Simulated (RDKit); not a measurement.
Job for RDKit: MMFF94 on C8H8 (SMILES C=Cc1ccccc1), a point of a torsion scan.

```python
from rdkit import Chem
from rdkit.Chem import AllChem, rdDetermineBonds

blocks = [
'''16

C    -2.68164643   -0.77315221   -0.44507040
C    -1.88223637    0.26565468   -0.24401222
C    -0.43730662    0.19092616   -0.04190992
C     0.33725897   -0.81919333   -0.61052254
C     1.70284899   -0.86083451   -0.40317433
C     2.32138243    0.10602196    0.37239785
C     1.56548805    1.12274267    0.93212209
C     0.20111787    1.17024024    0.71861093
H    -3.74436149   -0.65346383   -0.56964827
H    -2.30904311   -1.78283301   -0.48982579
H    -2.30663914    1.25930917   -0.16517620
H    -0.13451370   -1.56758788   -1.22968431
H     2.29048022   -1.64837451   -0.85271402
H     3.38882170    0.07142632    0.53361513
H     2.04320026    1.88394174    1.53198379
H    -0.38499361    1.96681243    1.15549520
''',
]
mol = None
for b in blocks:
    f = Chem.MolFromXYZBlock(b)
    rdDetermineBonds.DetermineBonds(f, charge=0)
    mol = f if mol is None else Chem.CombineMols(mol, f)
Chem.SanitizeMol(mol)
print(Chem.MolToSmiles(Chem.RemoveHs(mol)))
ff = AllChem.MMFFGetMoleculeForceField(mol, AllChem.MMFFGetMoleculeProperties(mol), nonBondedThresh=100.0, ignoreInterfragInteractions=False)
e = ff.CalcEnergy()
print(f'MMFF94 energy {e:.6f} kcal/mol')
```

Program output:

```
C=Cc1ccccc1
MMFF94 energy 23.055697 kcal/mol
```

The run finished.

Cost: roughly 0.04 core-seconds.
